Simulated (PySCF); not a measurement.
The complex [MoF6]- (charge -1) contains Mo(V), shell d1. The structure is a model geometry with rigid ligands and bond lengths from ionic radii and polar angle and twist changed to 54.74, 45.00°, not a minimum; coordination octahedral, point group D3, metal–donor distances 1.91 Å.

The d shell alone is too small an active space for [MoF6]- (an active orbital has only 0.64 squared overlap with the free ion's shell): its levels, fitted parameters, g values and moments show what this model gives and aren't sound predictions.

```
7

Mo    0.000    0.000    0.000
F     1.441   -0.597    1.103
F    -0.204    1.546    1.103
F    -1.237   -0.949    1.103
F     1.441    0.597   -1.103
F    -1.237    0.949   -1.103
F    -0.204   -1.546   -1.103
```

Method (PySCF 2.14, density fitting): CASSCF(1,5) with orbitals averaged over all microstates of the shell, strongly contracted NEVPT2 on the averaged canonical orbitals; basis x2c-TZVPall on the metal, x2c-SVPall elsewhere; spin-free X2C; IEF-PCM water; spin-orbit coupling by state interaction with the mean-field operator over all roots.

(1) What is the ground state?

(2) List the excited states of the same spin.

(3) Give the fitted ligand-field and repulsion parameters.

(4) What are the magnetic parameters?

Charge-transfer states lie outside this active space and may come lower than some of these levels. NEVPT2 on the d shell alone tends to put d–d bands too high for such charged or covalently bound ions.

The job took 7.6 s on one thread of Arm Neoverse V1 (shared host), with 147 basis functions, launched as `OMP_NUM_THREADS=1 python lf_run.py task.json out`.

Results:

(1) 2A1 (S = 1/2, orbital degeneracy 1), orbital occupations from the lowest 1.0 0.0 0.0 0.0 0.0, by NEVPT2.

(2) By NEVPT2: 2E at 1309 cm⁻¹; 2E at 35720 cm⁻¹ (280 nm). The strongest, at 35720 cm⁻¹, has f = 4.1e-06.

(3) At NEVPT2 level: orbital energies 0, 1309, 1309, 35720, 35720 cm⁻¹; ζ = 804 cm⁻¹ (free ion 986).

(4) The ground doublet has g = 1.089, 1.089, 1.546. μeff is 1.29 μB at 300 K and 1.10 μB at 10 K; the spin-only value is 1.73 μB.
